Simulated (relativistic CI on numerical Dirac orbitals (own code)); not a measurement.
Hyperfine structure of Pt28+, mass number 195

Calculated at this level of theory: Dirac-Coulomb-Breit CI, separate exchange-only KLI orbitals for each configuration, QED by a radiative potential, unscaled Slater integrals (own radial code, finite nucleus).

CI space (outside the closed core [Ar] 3d10 4p6): 4s2.4d10.4f4, 4s2.4d10.4f3.5s, 4s2.4d10.4f2.5s2, 4s2.4d10.4f3.5p, 4s2.4d10.4f2.5s.5p, 4s2.4d10.4f3.5d, 4s2.4d10.4f2.5p2, 4s2.4d10.4f2.5s.5d, 4s2.4d9.4f3.5s2, 4s.4d10.4f5, 4s2.4d10.4f3.5f, 4s2.4d10.4f3.6s, 4s2.4d10.4f3.6p. Levels of other configurations are missing.

Nuclear spin I = 1/2, μ = 0.6073 μN (tables of Stone and Pyykkö). The electronic factors are computed for point nuclear moments, without core polarisation or the Bohr-Weisskopf and QED corrections.

```tsv
Level	E (eV)	A (MHz)
4s2.4d10.4f4 5I_4	0.0000	6585
4s2.4d10.4f4 5I_5	2.7099	5143
4s2.4d10.4f4 5I_6	4.8295	4554
4s2.4d10.4f4 5I_7	6.3502	4431
4s2.4d10.4f4 5F_1	6.7625	11610
4s2.4d10.4f4 5F_3	7.8539	4485
4s2.4d10.4f4 5G_2	8.4033	7294
4s2.4d10.4f4 5G_3	8.8119	5096
```

Levels with J = 0, under 50 % of one LS term, or S terms without an open s electron are left out. Small factors come from cancelling terms and can be off by tens of per cent or more.

At this charge energies of transitions that change n are usually good to better than 1 %, and those within a shell (Δn = 0) to a few per cent. Terms inside the open d or f shell come out 10 to 20 % too wide with unscaled integrals.

Task: Give the hyperfine levels of 4s2.4d10.4f4 5I_4 relative to its centre of gravity.

Result: With K = F(F + 1) − I(I + 1) − J(J + 1), E = AK/2: F = 7/2: -16460, F = 9/2: 13170 MHz.

LS names give the leading component of a level, which can be under half, so a name can repeat, a term be missing and a line seem to break the LS rules.
